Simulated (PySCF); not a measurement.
NICS in rings of unrelated molecules.

NICS = −σ at a ghost point: NICS(0) at the centroid of the ring atoms, NICS(1) 1 Å to either side along the normal of their mean plane, zz for the tensor component along that normal. Level: GIAO PBE0/pcSseg-1 (PySCF, non-relativistic, gas phase) on the PBE0-D3(BJ)/def2-SVP geometries, one conformer each. Atom numbers follow the mapped SMILES.

Question: Order these rings by mean NICS(1)zz, lowest (most negative) first (ppm).
A. ring C3–C4–C5–C6–C9–C10 in `[CH3:1][CH2:2][c:3]1[cH:4][cH:5][c:6]([CH2:7][CH3:8])[cH:9][cH:10]1`
B. ring P2–C3–C4–P5–C7–C8 in `[CH3:1][P:2]1[CH2:3][CH2:4][P:5]([NH2:6])[CH2:7][CH2:8]1`
C. ring C4–C5–C6–C7–Si8–C9 in `[CH2:1]1[CH2:2][CH:3]([C@@H:4]2[CH2:5][CH2:6][CH2:7][SiH2:8][CH2:9]2)[CH2:10]1`
D. ring C5–C6–C7–C8–C9–C10 in `[CH3:1][CH2:2][CH2:3][CH2:4][c:5]1[cH:6][cH:7][cH:8][cH:9][cH:10]1`

Answer: D (-28.5), A (-27.5), B (2.5), C (4.0).

| SMILES | ring | NICS(0) | NICS(1) | NICS(1)zz | HOMA | rms pucker (Å) | ring atoms with four or more neighbours |
| --- | --- | --- | --- | --- | --- | --- | --- |
| CCCCc1ccccc1 | 6-membered carbocycle; formal bonds all aromatic | -8.6 | -11.2 | -28.5 | 0.98 | 0.00 | 0 |
| CCc1ccc(CC)cc1 | 6-membered carbocycle; formal bonds all aromatic | -8.8 | -11.2 | -27.5 | 0.98 | 0.00 | 0 |
| CP1CCP(N)CC1 | 6-membered ring with 2 P; formal bonds all single | -4.0 | -4.0 | 2.5 | – | 0.36 | 4 |
| C1CC([C@@H]2CCC[SiH2]C2)C1 | 6-membered ring with Si; formal bonds all single | -2.2 | -2.1 | 4.0 | – | 0.24 | 6 |

NICS(0) gives another order. The isotropic NICS(1) ties some rings at the printed digit and otherwise keeps the order. HOMA uses Krygowski's 1993 parameters; it is left out where a ring has a four-coordinate atom, a triple bond, no multiple bond or a kind of bond without parameters. NICS(1) and NICS(1)zz are means over the two faces.
